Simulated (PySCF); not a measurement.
One of the candidates below gave these computed data.

All candidates are C6H10O.

- Polarisability: 86.4 au [CAM-B3LYP/def2-SVPD]
- 13C NMR: chemical shifts (computed TMS as zero) by class: 141.7 (1 C), 140.2 (1 C), 133.2 (1 C), 125.1 (1 C), 72.8 (1 C), 59.0 (1 C) ppm [GIAO PBE0/pcSseg-1]
- Rotational structure: rotational constants A, B, C: 10.053, 0.980, 0.903 GHz [PBE0-D3(BJ)/def2-SVP]
- Couplings: largest of the computed one-bond spin–spin couplings (means over like bonds): 13C–1H +171.0, 13C–1H +168.8, 13C–1H +165.5, 13C–1H +163.8, 13C–1H +157.2, 13C–1H +144.7 (×3), 13C–1H +142.9 (×2), 13C–13C +77.3 Hz [B3LYP/pcJ-1, spin–dipole term left out]
- 1H NMR: chemical shifts (computed TMS as zero) by class: 6.37 (1 H), 5.95 (1 H), 5.82 (1 H), 5.38 (1 H), 5.34 (1 H), 4.06 (2 H), 3.28 (3 H) ppm [GIAO PBE0/pcSseg-1]
- NMR, other nuclei: isotropic shieldings of nuclei other than C and H, by class: 317 (1 O) ppm [GIAO PBE0/pcSseg-1]
- Triplet: lowest triplet excitation (Tamm–Dancoff): 3.03 eV [TDA CAM-B3LYP/def2-SVPD]

Gas-phase values; electronic properties from PySCF, density fitting. Levels stand in brackets. Isolated species at its PBE0-D3(BJ)/def2-SVP geometry (one conformer only). Each NMR value is the plain mean over a class of atoms that symmetry, rotation or inversion makes alike.

Question: Which candidate is it?
A. `CC[C@H]1CC=CO1`
B. `O=C1CCCCC1`
C. `C1CC[C@H]2O[C@H]2C1`
D. `C=C/C=C\COC`
E. `O[C@H]1CC=CCC1`

Answer: D. It is `C=C/C=C\COC`. Numbering: `[CH2:1]=[CH:2]/[CH:3]=[CH:4]\[CH2:5][O:6][CH3:7]`. Its formula, C6H10O, gives 2 degrees of unsaturation: 0 rings and 2 π bonds in the structure found. 6 carbons fall into 6 classes; from least to most shielded: alkene CH carbon [C4] (141.7 ppm), alkene CH carbon [C2] (140.2 ppm), alkene CH carbon [C3] (133.2 ppm), terminal =CH2 carbon [C1] (125.1 ppm), sp3 carbon bound to oxygen [C5] (72.8 ppm), methoxy carbon [C7] (59.0 ppm). Hydrogen classes from least to most shielded: 1 H on an alkene CH carbon, C2 (6.37 ppm), 1 H on an alkene CH carbon, C3 (5.95 ppm), 1 H on an alkene CH carbon, C4 (5.82 ppm), 1 H on a terminal =CH2 carbon, C1 (5.38 ppm), 1 H on a terminal =CH2 carbon, C1 (5.34 ppm), 2 H on an sp3 carbon bound to oxygen, C5 (4.06 ppm), 3 H on a methoxy carbon, C7 (3.28 ppm, a mean of values up to 0.6 ppm apart in this geometry). The other shieldings belong to: 317 ppm, ether oxygen [O6]. The couplings run between: +171.0 Hz, terminal =CH2 carbon [C1] and its hydrogen; +168.8 Hz, alkene CH carbon [C4] and its hydrogen; +165.5 Hz, terminal =CH2 carbon [C1] and its hydrogen; +163.8 Hz, alkene CH carbon [C3] and its hydrogen; +157.2 Hz, alkene CH carbon [C2] and its hydrogen; +144.7 Hz, methoxy carbon [C7] and its hydrogen (with 2 like pairs); +142.9 Hz, sp3 carbon bound to oxygen [C5] and its hydrogen (with 1 like pair); +77.3 Hz, alkene CH carbon [C3] and alkene CH carbon [C4]. By its constants the optimised geometry is an asymmetric top.

The others, at the same levels:
- `O=C1CCCCC1` fails: it has 4 carbon classes against 6; its computed 13C shifts are 211.5 (1 C), 44.0 (2 C), 29.5 (2 C), 27.6 (1 C) ppm, 1H shifts are 2.12 (4 H), 1.71 (4 H), 1.55 (2 H) ppm and rotational constant A is 4.249 GHz (against 10.053 GHz).
- `O[C@H]1CC=CCC1` fails: its computed 13C shifts are 135.9 (1 C), 133.9 (1 C), 68.0 (1 C), 39.9 (1 C), 35.6 (1 C), 29.0 (1 C) ppm, 1H shifts are 5.81 (1 H), 5.78 (1 H), 3.42 (1 H), 2.45 (1 H), 2.27 (1 H), 2.07 (1 H), 1.87 (1 H), 1.53 (1 H), 0.95 (1 H), -0.57 (1 H) ppm and rotational constant A is 4.603 GHz (against 10.053 GHz).
- `C1CC[C@H]2O[C@H]2C1` fails: it has 3 carbon classes against 6; its computed 13C shifts are 49.8 (2 C), 27.4 (2 C), 21.7 (2 C) ppm, 1H shifts are 2.66 (2 H), 1.86 (2 H), 1.49 (2 H), 1.35 (2 H), 1.00 (2 H) ppm and lowest triplet excitation (Tamm–Dancoff) is 7.48 eV (against 3.03 eV).
- `CC[C@H]1CC=CO1` fails: its computed static isotropic polarisability is 73.0 au (against 86.4 au), rotational constant A is 5.775 GHz (against 10.053 GHz) and smallest rotational constant is 1.636 GHz (against 0.903 GHz).

Each candidate is one conformer, not necessarily the lowest. The conformers computed, where there is a choice (atom-mapped SMILES and torsion angles):
- `[CH2:1]=[CH:2]/[CH:3]=[CH:4]\[CH2:5][O:6][CH3:7]`: C1–C2–C3–C4 180°, C3–C4–C5–O6 -177°, C4–C5–O6–C7 180°
- `[CH3:1][CH2:2][C@H:3]1[CH2:4][CH:5]=[CH:6][O:7]1`: C1–C2–C3–C4 -178°

The conformers of `O=C1CCCCC1`, `O[C@H]1CC=CCC1` and `C1CC[C@H]2O[C@H]2C1` aren't listed.
